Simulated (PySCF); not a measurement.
Q: What does the PBE0-D3(BJ)/def2-SVP structure of `C=[CH][AlH2-][NH3+]` look like in three dimensions?

A: 
```
atom  x, y, z in Å
C1     2.1418    0.3220    0.2368
C2     1.0614   -0.2749    0.7665
Al3   -0.4001   -0.9906   -0.3541
N4    -1.7400    0.5922   -0.2273
H5     2.2664    0.4284   -0.8499
H6     2.9658    0.7245    0.8426
H7     1.0558   -0.3437    1.8665
H8    -1.3272   -2.1622    0.2389
H9    -0.1155   -0.9479   -1.9365
H10   -2.5782    0.4490   -0.7922
H11   -1.2880    1.4483   -0.5524
H12   -2.0405    0.7545    0.7348
```

Any rigid rotation of these coordinates is as good. Atoms count from 1 in this order. Al3 (aluminium bonded to C, N and 2 H) is distorted tetrahedral (angles from 98.9° to 119.0°). N4 (nitrogen bonded to Al and 3 H) is tetrahedral (angles from 107.3° to 112.9°).

Bonds between heavy atoms (Å): C1=C2 1.343, C2–Al3 1.976, Al3–N4 2.078.

The calculation used PySCF 2.14.0, PBE0-D3(BJ)/def2-SVP geometry optimisation, gas phase.

Point group: C1 (no symmetry element, even within 0.4 Å). Whether it is a minimum is left open (no frequencies). The numbers are those of one conformer (C1–C2–Al3–N4 -98°).
